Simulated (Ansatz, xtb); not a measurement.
# Relative energy of two isomers of C3H9ClSi

Structure a: `CC[Si@@H](C)Cl`, a singlet. Structure b: `C[SiH](C)CCl`, a singlet. Both are isolated molecules in the gas phase, relaxed with PBE0-D3(BJ)/def2-SVP, each in the lowest conformer that the search found.

Task: Estimate which is lower in electronic energy at CCSD(T)/def2-SVP + ΔMP2/def2-TZVPP, and by roughly how much.

Result: The CCSD(T)/def2-SVP + ΔMP2/def2-TZVPP calculation puts structure a lower, by 30.1 kcal/mol.

Level by level:

| level | geometry | E(b) − E(a) (kcal/mol) | departure from the last row (kcal/mol) | job, with rough time for the two |
| --- | --- | --- | --- | --- |
| GFN2-xTB | GFN2-xTB | +35.3 | +5.2 | optimisation, 0.12 s |
| HF/STO-3G | GFN2-xTB | +29.9 | −0.2 | single point, 0.3 s |
| r2SCAN-D4/def2-SVP | GFN2-xTB | +30.4 | +0.2 | single point, 2.5 s |
| PBE0-D3(BJ)/def2-SVP | PBE0-D3(BJ)/def2-SVP | +31.3 | +1.2 | optimisation, 24 s |
| HF/def2-SVP | PBE0-D3(BJ)/def2-SVP | +33.9 | +3.8 | part of the CCSD(T) run |
| MP2/def2-SVP | PBE0-D3(BJ)/def2-SVP | +32.9 | +2.8 | part of the CCSD(T) run |
| CCSD(T)/def2-SVP | PBE0-D3(BJ)/def2-SVP | +31.9 | +1.7 | single point |
| CCSD(T)/def2-SVP + ΔMP2/def2-TZVPP | PBE0-D3(BJ)/def2-SVP | +30.1 |  | single point, 22 s |

As drawn, b has 1 C–Si, 1 C–Cl in place of 1 C–C, 1 Cl–Si.

The levels shown agree on the order. The largest departure from CCSD(T)/def2-SVP + ΔMP2/def2-TZVPP is that of GFN2-xTB, 5.2 kcal/mol. The last row adds to CCSD(T) the change of the MP2 difference between the two basis sets, here −1.7 kcal/mol.

With thermal terms from frequencies at re-optimised GFN2-xTB minima (ideal gas, soft modes damped towards free rotors, one conformer each, 298.15 K, 1 atm): on the last row, ΔE + ΔZPE = +28.6, ΔH = +28.8, ΔG = +28.3 kcal/mol.

The correlated steps freeze 13 core orbitals. Mirror images aren't counted in ΔG. Run with Ansatz 0.2.0, xtb 6.7.1; the last row on 2 threads of Intel(R) Xeon(R) 6975P-C (Granite Rapids) on a shared host.
